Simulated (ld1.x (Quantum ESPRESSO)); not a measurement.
## Before and after: PAW potential for fluorine (F)

```json
{
  "Element": "F (Z = 9)",
  "Generator": "ld1.x (Quantum ESPRESSO) 7.5",
  "Type": "PAW",
  "Functional": "LDA (PZ)",
  "Relativity": "scalar-relativistic",
  "Frozen core": "[He]",
  "Valence charge": "7",
  "Reference configuration": "2s1.5 2p5.5",
  "Partial waves": "2s (bound): rcut 0.75, rcutus 0.90 bohr; 2s channel at -1.7 Ry: rcut 0.75, rcutus 0.90 bohr; 2p (bound): rcut 1.45, rcutus 2.00 bohr; 2p channel at -0.55 Ry: rcut 1.45, rcutus 2.00 bohr; 3d channel at 0.25 Ry: rcut 1.30, rcutus 1.60 bohr; 3d channel at 1.35 Ry: rcut 1.30, rcutus 1.60 bohr",
  "Local potential": "all-electron potential smoothed inside 0.85 bohr (lloc = -2)",
  "Core correction": "Bessel-smoothed model core, default radius (core density twice the valence density)",
  "Augmentation charge": "PSQ, inside the norm-conserving radii"
}
```

All-electron outer shells of the reference configuration (LDA (PZ), scalar-relativistic, ld1.x):

```
shell  level (eV)  outermost node (bohr)  outermost maximum (bohr)
   1s     -659.23                      –                      0.12
   2s      -29.89                   0.24                      0.77
   2p      -11.50                      –                      0.71
```

Change: all radii but the core radius scaled by about 1.31 (s 1.18, p 2.62, d 2.10 bohr, rcut 0.98/1.90/1.70); local potential all-electron potential smoothed inside 1.12 bohr (lloc = -2).

Cutoffs: the cutoffs (Ry, on a coarse ladder) from which the occupation-weighted sum of valence levels, in a spherical-Bessel basis at the reference potential, stays within 10 and 1 mRy of its value at 400 Ry; they do not see the model core or the augmentation charge, which bear on the density cutoff. Errors are all-electron minus pseudo energies relative to the spin-unpolarised reference configuration.

Q: Predict the effect on cutoff, ghosts and configuration errors.

A: The potential gets softer (30 Ry and 50 Ry → 30 Ry and 40 Ry); the number of tests that count goes from 9 to 4; of the 4 tests that both files solve, the error grows in 2 and shrinks in 0 by more than 15 % and 0.3 meV (median size 0.5 → 1.8 meV); neither file shows a bound ghost at the reference potential, the only one tested. A larger radius leaves more room for a smooth pseudo-wave, so fewer plane waves are needed.

| quantity | base | changed |
| --- | --- | --- |
| cutoff, loose | 30 Ry | 30 Ry |
| cutoff, tight | 50 Ry | 40 Ry |
| loose cutoff by channel (10 mRy a level) | s 25 Ry, p 15 Ry | s 25 Ry, p 8 Ry |
| bound ghosts | none | none |
| tests counted (converged, no solver errors) | 9 of 9 | 4 of 9 |
| error for 2s2 2p5, meV [ΔE -9.19 eV] | -0.1 | 0.0 |
| error for 2s1 2p6, meV [ΔE 9.20 eV] | -0.5 | -0.2 |
| error for 2s1.5 2p5.5 (spin-polarised), meV [ΔE -0.41 eV] | -0.5 | -3.4 |
| error for 2s2 2p5 (spin-polarised), meV [ΔE -9.56 eV] | -1.3 | -3.9 |
| lowest overlap eigenvalue by channel | s 0.58, p 1.00, d 0.51 | s 0.70, p 0.13, d 0.84 |

Changed file: Tests not counted: 2s2 2p4 (solver errors, printed error -395 eV); 2s2 2p3 (solver errors, printed error -280 eV); 2s2 2p1 (solver errors, printed error +10.4 eV); 2s2 2p5.3 (solver errors, printed error -562 eV); 2s1 2p5 (solver errors, printed error -412 eV).
